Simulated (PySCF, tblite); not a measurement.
Isomers of C4H12NPSi, one GFN2-xTB conformer each. Single-point energies are computed at PBE0/pcSseg-1 (PySCF, gas phase, no added dispersion term), electronic only.

| SMILES | GFN2-xTB relative energy (kJ/mol) |
| --- | --- |
| C=CCN(C)[SiH2]P | 20.8 |
| CN([SiH2]P)C1CC1 | 0.0 |

Conformers: `[CH2:1]=[CH:2][CH2:3][N:4]([CH3:5])[SiH2:6][PH2:7]` with C1–C2–C3–N4 -121°, C2–C3–N4–C5 -80°, C3–N4–Si6–P7 31°, N4–Si6–P7–H -96° and 171°; `[CH3:1][N:2]([SiH2:3][PH2:4])[CH:5]1[CH2:6][CH2:7]1` with C1–N2–Si3–P4 23°, N2–Si3–P4–H 173° and -95°, C1–N2–C5–C6 63°.

**Question.** What does PBE0/pcSseg-1 give for the same structures?

**Answer.** 
| SMILES | PBE0/pcSseg-1 E (Eh) | PBE0/pcSseg-1 (kJ/mol) | GFN2-xTB (kJ/mol) | point group |
| --- | --- | --- | --- | --- |
| C=CCN(C)[SiH2]P | -844.65517 | 0.0 | 20.8 | C1 |
| CN([SiH2]P)C1CC1 | -844.64891 | 16.4 | 0.0 | C1 |

GFN2-xTB puts CN([SiH2]P)C1CC1 lowest instead. As drawn, the lower has a C=C bond outside aromatic rings, which the higher lacks; the higher has a three-membered ring, which the lower lacks.

**Question.** Which frontier levels, dipoles and rotational constants go with these structures?

**Answer.** 
```csv
SMILES,"HOMO (eV, PBE0/pcSseg-1)",LUMO (eV),dipole (D),"A, B, C (MHz)"
C=CCN(C)[SiH2]P,-6.40,0.10,1.40,"1900, 1425, 926.3"
CN([SiH2]P)C1CC1,-6.05,0.54,1.18,"4510, 867.2, 781.4"
```

**Question.** What happens when harmonic zero-point energies from GFN2-xTB frequencies are added?

**Answer.** 
```
          SMILES  ZPE (kJ/mol)  electronic (kJ/mol)  with ZPE (kJ/mol)
 C=CCN(C)[SiH2]P         386.0                  0.0                0.0
CN([SiH2]P)C1CC1         390.7                 16.4               21.2
```

The zero-point energies span 4.7 kJ/mol. The order is unchanged.
